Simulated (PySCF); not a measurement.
**Removing the step error of a finite difference**

System: H₂FNTe (SMILES N[Te]F), singlet, at a GFN2-xTB geometry (core potentials on Te). Level: B3LYP/def2-SVP, polarisability (PySCF). Sums are taken with unrounded values, so a last digit can differ.

Second differences of the energy in a field along z gave a polarisability along z of 36.410 bohr³ at step 0.005 and 36.443 bohr³ at step 0.02 (atomic units).

Task: Extrapolate to zero step.

Result: The leading error of a symmetric difference goes as h², so A(h) = A0 + c h². Then c = (36.443 - (36.410))/(0.02² - 0.005²) = 87.0 (atomic units) and A0 = 36.410 - c × 0.005² = 36.408 bohr³. The analytic value from the same program and level is 36.408 bohr³: the smaller step missed it by 0.002, the extrapolation by 0.000.
